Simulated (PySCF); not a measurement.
## C₆ coefficients of unlike pairs at revPBE

Calculated with PySCF 2.14 from the dipole response of each species, C₆(A,B) = (3/π) ∫ α_A(iu) α_B(iu) du, in atomic units, from isotropic polarisabilities. For ions this is the dispersion term alone; charge-induced terms of lower order in 1/R come first.

| species | configuration | basis | relativity | α (bohr³) | C₆ (like pair) |
| --- | --- | --- | --- | --- | --- |
| In | [Kr] 4d10 5s2 5p1 (2P) | aug-cc-pVQZ-DK3 (9s8p6d3f2g) | spin-free X2C | 81.40 | 839.5 |
| Fe³⁺ | [Ar] 3d5 (6S) | x2c-QZVPPall with one added diffuse shell each of s, p, d, f, g type (12s8p6d5f3g) | spin-free X2C | 1.936 | 4.715 |
| In⁺ | [Kr] 4d10 5s2 (1S) | def2-TZVPPD with the def2 core potential (28 electrons) (7s5p4d2f) | core potential | 23.85 | 163.2 |

Estimate C₆ for In⁺ with Fe³⁺.

The integral gives 23.37. The combination rule 2 C_A C_B / (C_A α_B/α_A + C_B α_A/α_B) gives 21.57 and the geometric mean 27.74.

No spin-orbit coupling is included.

The other pairs:

```csv
pair,C₆
"Fe³⁺, In",42.17
"In⁺, In",350.6
```
